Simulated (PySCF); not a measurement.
**Nickel: highly charged ions in a basis for the neutral atom**

Ni¹⁰⁺ [Ar], Ni¹¹⁺ [Ne] 3s2 3p5. All numbers are calculated (PySCF 2.14, no relativity, point nucleus, in aug-cc-pVDZ (7s6p4d2f, 59 functions)). No spin-orbit coupling, so a gap to NIST mixes the basis error with missing relativistic terms.

Changed run: basis of the neutral atom used for a highly charged ion. This setting is unsound on purpose.

```csv
species,method,sound run (hartree),changed run (hartree),converged
Ni¹⁰⁺,UHF,not run,-1469.59362,yes
Ni¹⁰⁺,BP86,not run,-1470.54246,yes
Ni¹⁰⁺,B3LYP,not run,-1470.37885,yes
Ni¹¹⁺,UHF,not run,-1457.76337,yes
Ni¹¹⁺,BP86,not run,-1458.65638,yes
Ni¹¹⁺,B3LYP,not run,-1458.49420,yes
```

Ionisation energy of Ni¹⁰⁺:

```json
{"method": "UHF", "changed run (eV)": "321.92", "NIST (eV)": "319.5 ± 0.7"}
{"method": "BP86", "changed run (eV)": "323.44", "NIST (eV)": "319.5 ± 0.7"}
{"method": "B3LYP", "changed run (eV)": "323.40", "NIST (eV)": "319.5 ± 0.7"}
```

The contracted functions were made for the neutral atom and can be too rigid for a highly charged ion.
